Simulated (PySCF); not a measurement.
# Spinor energies of Cd²⁰⁺ (cadmium, charge +20)

Start: [Ar] 3d10. Calculated with PySCF 2.14 in an uncontracted even-tempered set (17 s from 2.3 bohr⁻², ratio 2.8; 13 p from 2.9 bohr⁻², ratio 2.8; 8 d from 2.9 bohr⁻², ratio 2.8; 4 f from 14 bohr⁻², ratio 3): generalised Hartree-Fock with the X2C-1e Hamiltonian and a Gaussian nucleus; one run each with spin-orbit coupling (SO) switched off, then screened by Boettger's factors.

| spinor shell | electrons | ε, spin-free (eV) | ε, screened SO (eV) | weight of nominal j (screened SO) | rms radius, screened SO (bohr) |
| --- | --- | --- | --- | --- | --- |
| 1s1/2 | 2 | -27428.1 | -27426.2 | 1.000 | 0.0348 |
| 2s1/2 | 2 | -4639.7 | -4639.2 | 1.000 | 0.142 |
| 2p1/2 | 2 | -4216.6 | -4350.4 | 1.000 | 0.123 |
| 3s1/2 | 2 | -1331.5 | -1331.4 | 1.000 | 0.377 |
| 3p1/2 | 2 | -1189.4 | -1214.8 | 1.000 | 0.370 |
| 3p3/2 | 4 | -1189.4 | -1177.6 | 1.000 | 0.380 |
| 3d3/2 | 4 | -970.60 | -975.06 | 1.000 | 0.351 |
| 3d5/2 | 6 | -970.60 | -967.54 | 1.000 | 0.354 |

Problem. Where does 2p3/2 lie, and what is the 2p spin-orbit splitting (screened SO)?

Solution. At -4155.2 eV, 195.26 eV above 2p1/2.

| quantity | spin-free | screened SO |
| --- | --- | --- |
| E (hartree) | -5423.48252 | -5424.59046 |
| M_J | 0 | 0 |
| ⟨J²⟩ | 0.000 | 0.000 |
| ⟨L²⟩ | 0.000 | 0.010 |
| ⟨S²⟩ | 0.000 | 0.010 |

Breit and QED terms are absent; they matter most for the inner s and p1/2 levels.

Densities and radii are taken from the X2C orbitals without a picture-change correction, which distorts them close to the nucleus.

Without spin-orbit coupling the j labels of p, d and f shells carry no meaning; the spin-free column gives the mean over the occupied spinors of each nl shell.
